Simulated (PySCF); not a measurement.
SMILES O[Si](O)([SiH2][Si](O)(O)O)O (H₈O₆Si₃), singlet (GFN2-xTB optimised geometry):

```
17

Si    -1.248     0.821     0.000
O     -2.583     1.126     0.906
O     -1.615     1.491    -1.439
O      0.049     1.676     0.537
Si    -0.497    -1.347     0.000
Si     1.790    -1.347     0.000
O      2.346    -0.059     0.846
O      2.583    -2.625     0.632
O      2.188    -1.307    -1.576
H     -2.623     0.855     1.817
H     -2.468     1.325    -1.827
H      0.052     2.625     0.422
H     -1.049    -2.039     1.195
H     -1.112    -2.114    -1.099
H      1.835     0.749     0.794
H      2.724    -2.660     1.573
H      3.087    -1.468    -1.854
```

Computed with PBE0/def2-SVP in PySCF.

Question: What are the frontier orbital energies and the dipole moment?

Answer: HOMO-2 -8.55 eV, HOMO-1 -8.38 eV, HOMO -7.55 eV, LUMO 0.08 eV, LUMO+1 0.51 eV; dipole moment 2.26 D.

Meta-Löwdin charges at PBE0/def2-SVP: Si1 1.22, O2 -0.71, O3 -0.71, O4 -0.72, Si5 -0.04, Si6 1.23, O7 -0.73, O8 -0.71, O9 -0.72, H10 0.34, H11 0.34, H12 0.34, H13 -0.07, H14 -0.06, H15 0.33, H16 0.34, H17 0.33.
